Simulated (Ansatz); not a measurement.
The same path of BClFH3O (7 atoms, charge 0, multiplicity 1) was run 3 times with different band settings. Lost on the way: B1–F2, O5–H7. Made: F2–H7.

These are results of RKS PBE0-D4/def2-SVP (Ansatz 0.2.0), not measurements.

Relaxed end points:

```xyz
7
Properties=species:S:1:pos:R:3
B 0.023 0.054 0.154
F -0.133 -0.693 1.280
Cl 1.626 -0.217 -0.704
H -0.937 0.180 -0.567
O 0.287 1.587 0.817
H 1.231 1.748 0.639
H 0.201 1.467 1.776
```

```xyz
7
Properties=species:S:1:pos:R:3
B 0.261 0.510 -0.370
F -0.314 -0.220 2.405
Cl 1.671 -0.188 -1.153
H -0.841 0.121 -0.634
O 0.410 1.519 0.522
H 1.332 1.782 0.646
H -0.221 0.602 1.979
```

Common settings: spring 5.0 eV/Å²; start path through a guess of the saddle point; force threshold 0.05 eV/Å; iteration limit 60; end points relaxed.

| run | movable images | climbing image | optimiser |
| --- | --- | --- | --- |
| 1 | 5 | yes | quadratic models (default) |
| 2 | 5 | from the first iteration | lbfgs |
| 3 | 8 | no | quadratic models (default) |

(1) What does each run give, and how far can it be trusted?

Answers

(1) Run 1: converged after 13 iterations, highest image 0.958 eV above the first end. A vibrational analysis at the climbing image gives one clearly imaginary mode, 881i cm⁻¹: a first-order saddle point.
Run 2: converged after 47 iterations, highest image 0.958 eV above the first end. Another band between the same ends (5 images) ends at a top of the same energy, where a vibrational analysis finds 1 clearly imaginary mode.
Run 3: converged after 14 iterations, highest image 0.925 eV above the first end. No image climbed, so the highest image needn't sit at the top of the path.
The orbitals stay closed-shell, which can raise the energy where a bond breaks towards radicals; this wasn't checked here.
